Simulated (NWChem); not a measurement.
Lowest excitation of H2PbS

```
S
H 1 1.3551
Pb 1 2.5623 2 94.84
H 3 1.8666 1 89.35 2 180.00
```
Charge 0, spin multiplicity 1.

Everything below was run with NWChem. Structure: optimised with B3LYP/def2-SVP with def2 effective core potentials on Pb, a minimum by its harmonic frequencies. It is one conformer; others weren't searched.

Basis set: def2-SVPD.

```csv
method,lowest vertical singlet excitation energy (eV),relative cost,difference from EOM-CCSD
TD-B3LYP,2.97,under 3,-0.14
TD-PBE,2.91,1,-0.19
CIS,3.40,under 3,+0.29
EOM-CCSD,3.11,under 3,0.00
TD-PBE0,3.05,under 3,-0.06
```

The values span 0.48 eV, from TD-PBE (lowest) to CIS (highest). The cost column gives rough processor time relative to TD-PBE; each entry includes its own SCF.

Effective core potentials replace the inner electrons of Pb; spin-orbit coupling is left out. The correlated methods keep 9 core orbitals frozen. B3LYP has NWChem's definition, with VWN1-RPA local correlation. The structure started from a generated list of species. Differences from the coupled-cluster row are differences between methods, not errors against experiment.
